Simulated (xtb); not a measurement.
C2H6ClSn (SMILES [CH3][Sn]([CH3])[Cl]), doublet, geometry from GFN2-xTB (such geometries of metal compounds can be far from the true shape) (the spin is typed, not shown lowest). Base run: GFN2-xTB in xtb.

The xtb input:
```
$ xtb mol.xyz --gfn 2 --uhf 1 --json

# file mol.xyz
10

Sn    -0.32957796     0.23602977     0.25975969
C     -1.64327838    -1.40306982    -0.73696367
H     -1.11988894    -1.66663730    -1.64973902
H     -2.62897012    -1.01339805    -0.96369662
H     -1.72080176    -2.26965413    -0.08994682
C      0.20993063     1.84047730    -1.33415105
H      0.52437768     1.27617614    -2.20544543
H      1.02468414     2.46197206    -0.98026560
H     -0.65419935     2.45088516    -1.56934430
Cl     1.74434016    -0.92148691     0.40571420
```

The base run was repeated with changes; each row names its change, and settings that it needs were set with it.

```json
[
 {"change": "base", "ΔE vs base (mEh)": "0.000", "dipole (D)": "3.99", "G_solv (kcal/mol)": "-", "SCF cycles": "17"},
 {"change": "alpb = ch2cl2", "ΔE vs base (mEh)": "-10.216", "dipole (D)": "4.66", "G_solv (kcal/mol)": "-7.10", "SCF cycles": "16"},
 {"change": "file = coord", "ΔE vs base (mEh)": "0.000", "dipole (D)": "3.99", "G_solv (kcal/mol)": "-", "SCF cycles": "17"},
 {"change": "etemp = 10000", "ΔE vs base (mEh)": "-46.890", "dipole (D)": "2.88", "G_solv (kcal/mol)": "-", "SCF cycles": "17"},
 {"change": "etemp = 1000", "ΔE vs base (mEh)": "-0.011", "dipole (D)": "3.99", "G_solv (kcal/mol)": "-", "SCF cycles": "17"},
 {"change": "acc = 0.0001", "ΔE vs base (mEh)": "0.000", "dipole (D)": "3.99", "G_solv (kcal/mol)": "-", "SCF cycles": "23"},
 {"change": "etemp = 5000", "ΔE vs base (mEh)": "-9.870", "dipole (D)": "3.44", "G_solv (kcal/mol)": "-", "SCF cycles": "17"},
 {"change": "gbsa = acetonitrile", "ΔE vs base (mEh)": "-9.143", "dipole (D)": "4.70", "G_solv (kcal/mol)": "-6.57", "SCF cycles": "16"}
]
```

ALPB and GBSA are two models with their own fitted parameters for each solvent, which aren't always the measured dielectric constant.
